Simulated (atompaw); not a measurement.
## Which change was made? (Cu, PAW (atompaw))

```json
{"Element": "Cu", "Generator": "atompaw 4.2.0.5", "Type": "PAW", "Functional": "PBE", "Relativity": "scalar-relativistic", "Frozen core": "[Ne]", "Valence charge": "19", "Reference configuration": "3s2 3p6 3d10 4s0 4p0 (charge +1)", "Partial waves": "3s (bound): rc 0.80 bohr; 4s (bound, empty): rc 1.05 bohr; 3p (bound): rc 1.10 bohr; 4p (bound, empty): rc 1.15 bohr; 3d (bound): rc 1.15 bohr; 3d channel at -0.3 Ry: rc 1.15 bohr", "Local potential": "troulliermartins scheme with l = 3 at 1 Ry, radius 1.10 bohr", "Core correction": "smooth core density matched at 0.60 bohr", "Augmentation charge": "gaussian compensation charge, radius 0.85 bohr; PAW radius 1.15 bohr; waves and projectors: custom rrkj vanderbiltortho"}
```

Cutoffs, loose and tight: the cutoffs (Ry, on a coarse ladder) from which the occupation-weighted sum of valence levels, in a spherical-Bessel basis at the reference potential, stays within 10 and 1 mRy of its value at 400 Ry. They see the waves, projectors and local potential, not the compensation charge or the core.

The base gives: outcome: generated; cutoff, loose: 110 Ry; cutoff, tight: 200 Ry; bound ghosts: none.

Q: After one change the result is: outcome: failed: atompaw: The overlap operator has at least one negative eigenvalue!. Which change was it?
A. core [Ar], valence charge 11; reference 3d10 4s0.5 4p0; waves now 4s (bound): rc 2.65 bohr; 4s channel at 1.15 Ry: rc 2.65 bohr; 4p (bound): rc 2.65 bohr; 4p channel at 0.35 Ry: rc 2.65 bohr; 3d (bound): rc 0.95 bohr; 3d channel at 0.2 Ry: rc 0.95 bohr; local potential troulliermartins scheme with l = 3 at 1 Ry, radius 1.95 bohr; core correction smooth core density matched at 1.95 bohr; augmentation gaussian compensation charge, radius 2.35 bohr; PAW radius 2.65 bohr; waves and projectors: custom rrkj vanderbiltortho
B. wave 3d (bound): rc 1.15 bohr becomes 3d (bound): rc 0.68 bohr
C. all radii scaled by about 0.78 (s 0.62, p 0.86, d 0.90 bohr); local potential troulliermartins scheme with l = 3 at 1 Ry, radius 0.86 bohr; augmentation gaussian compensation charge, radius 0.66 bohr; PAW radius 0.90 bohr; waves and projectors: custom rrkj vanderbiltortho; core correction smooth core density matched at 0.48 bohr

A: B. The others give: all radii scaled by about 0.78 (s 0.62, p 0.86, d 0.90 bohr); local potential troulliermartins scheme with l = 3 at 1 Ry, radius 0.86 bohr; augmentation gaussian compensation charge, radius 0.66 bohr; PAW radius 0.90 bohr; waves and projectors: custom rrkj vanderbiltortho; core correction smooth core density matched at 0.48 bohr → outcome: generated; cutoff, loose: 200 Ry; cutoff, tight: over 300 Ry; bound ghosts: none | core [Ar], valence charge 11; reference 3d10 4s0.5 4p0; waves now 4s (bound): rc 2.65 bohr; 4s channel at 1.15 Ry: rc 2.65 bohr; 4p (bound): rc 2.65 bohr; 4p channel at 0.35 Ry: rc 2.65 bohr; 3d (bound): rc 0.95 bohr; 3d channel at 0.2 Ry: rc 0.95 bohr; local potential troulliermartins scheme with l = 3 at 1 Ry, radius 1.95 bohr; core correction smooth core density matched at 1.95 bohr; augmentation gaussian compensation charge, radius 2.35 bohr; PAW radius 2.65 bohr; waves and projectors: custom rrkj vanderbiltortho → outcome: generated; cutoff, loose: 160 Ry; cutoff, tight: 260 Ry; bound ghosts: none.
